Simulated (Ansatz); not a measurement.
Coupled-cluster run, `BN(B)[SiH2]F`.

```yaml
crystal:
  periodic: [false, false, false]
  atoms:
    - {symbol: B, position_ang: [-0.927703, -0.018190, 1.287213]}
    - {symbol: N, position_ang: [0.031400, -0.167861, 0.236356]}
    - {symbol: B, position_ang: [1.243118, -0.898377, 0.447793]}
    - {symbol: Si, position_ang: [-0.244625, 0.619823, -1.299904]}
    - {symbol: F, position_ang: [0.362000, 2.094359, -1.245800]}
    - {symbol: H, position_ang: [-0.729051, -0.545655, 2.339730]}
    - {symbol: H, position_ang: [-1.913414, 0.633760, 1.092564]}
    - {symbol: H, position_ang: [2.046044, -0.970304, -0.438048]}
    - {symbol: H, position_ang: [1.432761, -1.423299, 1.503096]}
    - {symbol: H, position_ang: [0.461903, -0.119718, -2.365016]}
    - {symbol: H, position_ang: [-1.697234, 0.738463, -1.537482]}
basis:
  gaussian: {orbitals: def2-SVP}
correlation: {method: ccsd_t}
```

```sh
$ ansatz run in.yaml --threads 4 --pin off --events-out ev --progress --plain --max-ram 10444MiB
```

The program prints (abridged):

```
Functional definition: HF
1030 factors; integrals over basis functions are off by at most 1.1e-3 eV
mean field evaluation 1: about -13481.8833 eV, gradient 3.6e1 eV
mean field evaluation 2: about -13481.9377 eV, gradient 3.6e1 eV
mean field evaluation 4: about -13485.0109 eV, gradient 3.4e0 eV
mean field evaluation 8: about -13485.0516 eV, gradient 1.2e-1 eV
mean field evaluation 16: about -13484.9826 eV, gradient 3.8e-1 eV
mean field -13485.05160346 eV, -495.5665059310 hartree, gradient 8.0e-6 eV, S^2 0.000000; 0 other end points of the search recorded, 0 dependent functions left out
9 core orbitals not correlated: weight in the atoms' cores, before any rotation towards them, 1.000 or more for the frozen orbitals, at most 0.000 for the correlated occupied ones
reference -13485.05160346 eV, -495.5665059310 hartree; 14, 14 occupied and 81, 81 virtual orbitals, 1030 factors
second order -16.65366831 eV of doubles, -0.00000000 eV of singles
cycle   1  -17.44988723 eV  change   -8.0e-1 eV  update   9.9e-2
cycle   2  -17.94167896 eV  change   -4.9e-1 eV  update   2.8e-2
cycle   3  -18.04787735 eV  change   -1.1e-1 eV  update   1.4e-2
cycle   4  -18.04244652 eV  change    5.4e-3 eV  update   3.3e-3
cycle   5  -18.04060104 eV  change    1.8e-3 eV  update   1.4e-3
cycle   6  -18.04087631 eV  change   -2.8e-4 eV  update   4.2e-4
cycle   7  -18.04072627 eV  change    1.5e-4 eV  update   1.4e-4
cycle   8  -18.04067058 eV  change    5.6e-5 eV  update   4.4e-5
cycle   9  -18.04067932 eV  change   -8.7e-6 eV  update   1.7e-5
perturbative correction -0.43083333 eV, -0.0158328327 hartree
Total energy: -13503.52311611 eV, -496.2453215002 hartree
```

Run time 4.2 s (4 threads of an Arm Neoverse V2 on a shared host); peak host memory 0.47 GiB.

Correlation energy per correlated electron: -0.660 eV. T1 diagnostic: 0.0120.
